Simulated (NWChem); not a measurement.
System: CaCl cation; SMILES [Ca+][Cl]

Here is an NWChem input.

```
start job
memory heap 200 mb stack 700 mb global 900 mb
charge 1
geometry units angstroms
  Ca     0.000000     0.000000    -1.066999
  Cl     0.000000     0.000000     1.254497
end
basis spherical
  Ca library def2-svp
  Cl library def2-svp
end
dft
  xc slater vwn_5
  iterations 150
end
driver
  maxiter 120
end
task dft optimize
task dft freq
```

Output (shortened):

```
             Northwest Computational Chemistry Package (NWChem) 7.3.0
             --------------------------------------------------------

 ORDER OF PRIMARY AXIS IS BEING SET TO 4
 C4V symmetry detected

                             Geometry "geometry" -> ""
                             -------------------------

 Output coordinates in angstroms (scale by  1.889725989 to convert to a.u.)

  No.       Tag          Charge          X              Y              Z
 ---- ---------------- ---------- -------------- -------------- --------------
    1 Ca                  20.0000     0.00000000     0.00000000    -1.06663330
    2 Cl                  17.0000     0.00000000     0.00000000     1.25486270

 Effective nuclear repulsion energy (a.u.)      77.5018628763

      Symmetry information
      --------------------

 Group name             C4v
 Group number             18
 Group order               8
 No. of unique centers     2

                                Z-matrix (autoz)
                                --------

 Units are Angstrom for bonds and degrees for angles

      Type          Name      I     J     K     L     M      Value
      ----------- --------  ----- ----- ----- ----- ----- ----------
    1 Stretch                  1     2                       2.32150

                           NWChem Geometry Optimization
                           ----------------------------

 maximum gradient threshold         (gmax) =   0.000450
 rms gradient threshold             (grms) =   0.000300
 maximum cartesian step threshold   (xmax) =   0.001800
 rms cartesian step threshold       (xrms) =   0.001200
 fixed trust radius                (trust) =   0.300000
 source of zmatrix                         =   autoz

          -------------------
          Energy Minimization
          -------------------

 Using diagonal initial Hessian
 Scaling for Hessian diagonals: bonds = 1.00  angles = 0.25  torsions = 0.10

          --------
          Step   0

                                 NWChem DFT Module
                                 -----------------

 Summary of "ao basis" -> "ao basis" (spherical)
 ------------------------------------------------------------------------------
       Tag                 Description            Shells   Functions and Types
 ---------------- ------------------------------  ------  ---------------------
 Ca                         def2-svp                10       24   5s3p2d
 Cl                         def2-svp                 8       18   4s3p1d

      Symmetry analysis of basis
      --------------------------

        a1         18
        a2          0
        b1          3
        b2          3
        e          18

            General Information
            -------------------
          SCF calculation type: DFT
          Wavefunction type:  closed shell.
          No. of atoms     :     2
          No. of electrons :    36
           Alpha electrons :    18
            Beta electrons :    18
          Charge           :     1
          Spin multiplicity:     1
          Use of symmetry is: on ; symmetry adaption is: on
          Maximum number of iterations: 150
          AO basis - number of functions:    42
                     number of shells:    18
          Convergence on energy requested:  1.00D-06
          Convergence on density requested:  1.00D-05
          Convergence on gradient requested:  5.00D-04

              XC Information
              --------------
                        Slater Exchange Functional  1.000 local
                      VWN V Correlation Functional  1.000 local

             Grid Information
             ----------------
          Grid used for XC integration:  medium
          Radial quadrature: Mura-Knowles
          Angular quadrature: Lebedev.
          Tag              B.-S. Rad. Rad. Pts. Rad. Cut. Ang. Pts.
          ---              ---------- --------- --------- ---------
          Ca                  1.80      112          11.0       590
          Cl                  1.00       88          10.0       590
          Grid pruning is: on
          Number of quadrature shells:   200
          Spatial weights used:  Erf1

      Superposition of Atomic Density Guess
      -------------------------------------

 Sum of atomic energies:       -1135.98422315

 Renormalizing density from      37.00 to     36

      Non-variational initial energy
      ------------------------------

 Total energy =   -1116.496479
 1-e energy   =   -1669.029884
 2-e energy   =     475.031542
 HOMO         =      -0.853165
 LUMO         =      -0.384504

      Symmetry analysis of molecular orbitals - initial
      -------------------------------------------------

 !! scf_movecs_sym_adapt:    6 vectors were symmetry contaminated

  Symmetry fudging

 !! scf_movecs_sym_adapt:    6 vectors were symmetry contaminated

  Numbering of irreducible representations:

     1 a1          2 a2          3 b1          4 b2          5 e

  Orbital symmetries:

[...]

      ----------------------
      Optimization converged
      ----------------------

  Step       Energy      Delta E   Gmax     Grms     Xrms     Xmax
  ---- ---------------- -------- -------- -------- -------- --------
@    3   -1134.07590464 -7.0D-08  0.00001  0.00001  0.00027  0.00047
                                     ok       ok       ok       ok

                                Z-matrix (autoz)
                                --------

 Units are Angstrom for bonds and degrees for angles

      Type          Name      I     J     K     L     M      Value     Gradient
      ----------- --------  ----- ----- ----- ----- ----- ---------- ----------
    1 Stretch                  1     2                       2.29056    0.00001

                         Geometry "geometry" -> "geometry"
                         ---------------------------------

 Output coordinates in angstroms (scale by  1.889725989 to convert to a.u.)

  No.       Tag          Charge          X              Y              Z
 ---- ---------------- ---------- -------------- -------------- --------------
    1 Ca                  20.0000     0.00000000     0.00000000    -1.05116551
    2 Cl                  17.0000     0.00000000     0.00000000     1.23939491

 Effective nuclear repulsion energy (a.u.)      78.5485782886

      Symmetry information
      --------------------

 Group name             C4v
 Group number             18
 Group order               8
 No. of unique centers     2

                Final and change from initial internal coordinates
                --------------------------------------------------

                                Z-matrix (autoz)
                                --------

 Units are Angstrom for bonds and degrees for angles

      Type          Name      I     J     K     L     M      Value       Change
      ----------- --------  ----- ----- ----- ----- ----- ---------- ----------
    1 Stretch                  1     2                       2.29056   -0.03094

 ==============================================================================
                                internuclear distances
 ------------------------------------------------------------------------------
       center one      |      center two      | atomic units |  angstroms
 ------------------------------------------------------------------------------
    2 Cl               |   1 Ca               |     4.32853  |     2.29056
 ------------------------------------------------------------------------------
                         number of included internuclear distances:          1
 ==============================================================================

[second-derivative integrals and response iterations left out]

  Vibrational analysis via the FX method

  See chapter 2 in "Molecular Vibrations" by Wilson, Decius and Cross

  Vib: Default input used

[...]

 Rotational Constants
 --------------------
 A=   0.000000 cm-1  (  0.000000 K)
 B=   0.172284 cm-1  (  0.247873 K)
 C=   0.172284 cm-1  (  0.247873 K)

 Temperature                      =   298.15K
 frequency scaling parameter      =   1.0000

 Linear Molecule

 Zero-Point correction to Energy  =    0.675 kcal/mol  (  0.001076 au)
 Thermal correction to Energy     =    2.310 kcal/mol  (  0.003681 au)
 Thermal correction to Enthalpy   =    2.902 kcal/mol  (  0.004625 au)

 Total Entropy                    =   55.644 cal/mol-K
   - Translational                =   38.840 cal/mol-K (mol. weight =  74.9314)
   - Rotational                   =   16.074 cal/mol-K (symmetry #  =        1)
   - Vibrational                  =    0.730 cal/mol-K

 Cv (constant volume heat capacity) =    6.276 cal/mol-K
   - Translational                  =    2.979 cal/mol-K
   - Rotational                     =    1.986 cal/mol-K
   - Vibrational                    =    1.310 cal/mol-K

[normal modes left out]

 ----------------------------------------------------------------------------
 Normal Eigenvalue ||           Projected Infra Red Intensities
  Mode   [cm**-1]  || [atomic units] [(debye/angs)**2] [(KM/mol)] [arbitrary]
 ------ ---------- || -------------- ----------------- ---------- -----------
    1       -0.000 ||    0.013346           0.308        13.010       3.941
    2        0.000 ||    0.049494           1.142        48.249      14.617
    3        0.000 ||    0.049494           1.142        48.249      14.617
    4        0.000 ||    0.004723           0.109         4.604       1.395
    5        0.000 ||    0.004723           0.109         4.604       1.395
    6      472.741 ||    0.081390           1.878        79.343      24.036
 ----------------------------------------------------------------------------
```

Level: LDA (Slater exchange, VWN5)/def2-SVP.
